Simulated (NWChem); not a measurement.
# BNH₃F; SMILES NBF

```xyz
6

B     -0.4892     0.0627     0.0000
H     -1.6842     0.1000     0.0000
F      0.2018     1.2145     0.0000
N      0.1975    -1.1545     0.0000
H      1.2071    -1.2167     0.0000
H     -0.2752    -2.0459     0.0000
```
Atoms are numbered in this order, from 1.

All runs: NWChem. Pople sets run with spherical d functions. Coordinates come from a B3LYP/6-31G* (spherical d) optimisation. Vertical excitations in the gas phase.

### Question
Estimate the computed values for LDA (Slater exchange, VWN5)/6-31+G*, full TDDFT. Quantities: lowest excitation, singlet (eV); oscillator strength of that lowest state; orbital gap (eV).

### Answer
| Quantity | Value |
|---|---|
| lowest excitation, singlet (eV) | 6.83 |
| oscillator strength of that lowest state | 0.059 |
| orbital gap (eV) | 6.77 |
